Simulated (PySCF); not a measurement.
Gas-phase reaction: (H2SiO)3 + 6 SiO2 → 3 SiO(OH)2 + 3 Si2O2

Energies from PySCF, thermal terms from the rigid-rotor harmonic-oscillator model, ideal gas at 1 bar. † marks an energy on the PBE0/def2-TZVP geometry and frequencies. MP2 and CCSD(T) freeze the core. All species are closed-shell singlets. (H2SiO)3, SiO(OH)2, Si2O2: computed as isolated molecules; such fragments, hydroxides, amides, oligomers or adducts are transient or little studied in the gas. MP2 isn't extrapolated to the basis-set limit; its ΔH°(298 K) is -638.5 kJ in def2-SVP and -682.5 kJ in def2-TZVPP. CCSD(T) isn't extrapolated to the basis-set limit. The harmonic model lacks anharmonicity and excited electronic states, which grow with temperature; levels with a mode under 35 cm⁻¹ are left out. Internal rotation in SiO(OH)2 is treated as a harmonic vibration of one conformer, which makes the entropy rough. Soft modes under 120 cm⁻¹ make the harmonic entropy rough for (H2SiO)3. Warning, large T1 diagnostic: SiO2 (CCSD(T)/def2-SVP†).

```json
[
 {"level": "CCSD(T)/def2-SVP†", "ΔE electronic, kJ": "-788", "ΔH°(298 K), kJ": "-754", "ΔS°(298 K), J/K": "-52", "ΔG°(800 K), kJ": "-714"},
 {"level": "M06-2X/def2-TZVP†", "ΔE electronic, kJ": "-974", "ΔH°(298 K), kJ": "-940", "ΔS°(298 K), J/K": "-52", "ΔG°(800 K), kJ": "-899"},
 {"level": "MP2/def2-SVP†", "ΔE electronic, kJ": "-673", "ΔH°(298 K), kJ": "-638", "ΔS°(298 K), J/K": "-52", "ΔG°(800 K), kJ": "-598"},
 {"level": "r2SCAN/def2-TZVP†", "ΔE electronic, kJ": "-736", "ΔH°(298 K), kJ": "-701", "ΔS°(298 K), J/K": "-52", "ΔG°(800 K), kJ": "-661"},
 {"level": "LDA/def2-TZVP†", "ΔE electronic, kJ": "-895", "ΔH°(298 K), kJ": "-860", "ΔS°(298 K), J/K": "-52", "ΔG°(800 K), kJ": "-820"}
]
```
ΔH° is lowest at M06-2X/def2-TZVP† and highest at MP2/def2-SVP†. No reference value is set beside these.
